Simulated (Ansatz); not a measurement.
Cost and result up the ladder for Tl6 (6 atoms). Total charge 0; singlet. Geometry: PBE-D4/def2-SVP.

Cartesian coordinates in Å:
```
Tl 0.166 -3.219 0.817
Tl -1.013 -1.214 -1.155
Tl -2.241 0.859 -3.171
Tl 2.056 2.478 2.334
Tl -0.073 1.512 -0.387
Tl 1.106 -0.416 1.562
```

Ansatz on 4 threads of Arm Neoverse V1 on a shared host. Times are rough, and most runs start from the orbitals of an earlier one. No level here is sound enough to serve as a yardstick. Binding counts from free atoms at the same level (Tl doublet; other spins of the atoms weren't run), without zero-point energy or a counterpoise term.

In the def2 sets Tl takes a core potential; there is no spin–orbit coupling. B3LYP takes the VWN-RPA correlation. HSE06 is defined as in plane-wave codes, on full-range PBE exchange. Correlated methods freeze 24 core orbitals; core or outer-core shells of Tl are correlated, in sets that lack core-valence functions. The rows differ in basis, and correlated rows in double-zeta sets carry the largest basis error. Another isomer (singlet) lies 0.65 eV lower at PBE0-D4/def2-TZVP; other spin states weren't run for this one.

Correlated methods converge slowly with the basis, most of all in double-zeta sets.

```json
{"level": "PBE-D4/def2-SVP", "functions": "156", "wall time": "3 s", "binding energy per atom (eV)": "1.32", "remarks": "restricted SCF unstable in HF"}
{"level": "PBE0-D4/def2-SVP", "functions": "156", "wall time": "6.5 s", "binding energy per atom (eV)": "1.19", "remarks": "restricted SCF unstable in HF"}
{"level": "PBE-D4/def2-TZVP (with forces)", "functions": "300", "wall time": "8.5 s", "binding energy per atom (eV)": "1.34", "remarks": "restricted SCF unstable in HF"}
{"level": "r2SCAN-D4/def2-TZVP", "functions": "300", "wall time": "16 s", "binding energy per atom (eV)": "1.23", "remarks": "restricted SCF unstable in HF"}
{"level": "HSE06-D4/def2-TZVP", "functions": "300", "wall time": "16 s", "binding energy per atom (eV)": "1.23", "remarks": "restricted SCF unstable in HF"}
{"level": "B3LYP-D4/def2-TZVP", "functions": "300", "wall time": "17 s", "binding energy per atom (eV)": "1.17", "remarks": "restricted SCF unstable in HF"}
{"level": "PBE0-D4/def2-TZVP", "functions": "300", "wall time": "18 s", "binding energy per atom (eV)": "1.21", "remarks": "restricted SCF unstable in HF"}
{"level": "r2SCAN0-D4/def2-TZVP", "functions": "300", "wall time": "27 s", "binding energy per atom (eV)": "1.13", "remarks": "restricted SCF unstable in HF"}
{"level": "MP2/def2-TZVP", "functions": "300", "wall time": "31 s", "binding energy per atom (eV)": "1.47", "remarks": "restricted SCF unstable"}
{"level": "CCSD(T)/def2-SVP", "functions": "156", "wall time": "3.3 min", "binding energy per atom (eV)": "1.10", "remarks": "large T1 (0.022), restricted SCF unstable"}
```
